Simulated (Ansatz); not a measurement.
`FCBCl` + `BOCN` → `NB(Cl)CF` + `BOC`  (redistribution)

Computed with Ansatz on PBE0-D4/def2-TZVP structures; ΔE is electronic, products minus reactants. CCSD(T)/CBS adds triple-zeta CCSD(T) − MP2 to the extrapolated MP2 energy (def2 sets, frozen cores). Functionals use def2-TZVPP. B3LYP here is the variant with VWN-RPA as its local correlation; programs differ in this. Each species was taken in one conformer, which may not be the lowest.

(1) Is it downhill or uphill in electronic energy at CCSD(T)/CBS, and by how much? (An estimate is asked.)

(2) What do these levels give: r2SCAN-D4, B3LYP-D4, r2SCANh, HF/def2-TZVPP, CCSD/def2-TZVPP, CCSD(T)/def2-TZVPP? (Best estimate.)

Largest T1 diagnostic among the species: 0.014.

Answers

(1) The calculation gave: Downhill: ΔE = -165.5 kJ/mol.

(2) Computed: r2SCAN-D4 -164.8, B3LYP-D4 -165.4, r2SCANh -165.3, HF/def2-TZVPP -162.7, CCSD/def2-TZVPP -164.2, CCSD(T)/def2-TZVPP -163.7 kJ/mol.

From PBE to PBE0 (25 % exact exchange), in def2-TZVPP and without D4, ΔE moves by −3.1 kJ/mol. Leaving LDA and LC-ωPBE aside and taking each functional with its dispersion term where it has one, the values, not all of them listed here, spread over 8.2 kJ/mol, from BHLYP-D4 to revPBE-D4. LDA lies −3.7 kJ/mol from PBE without D4.
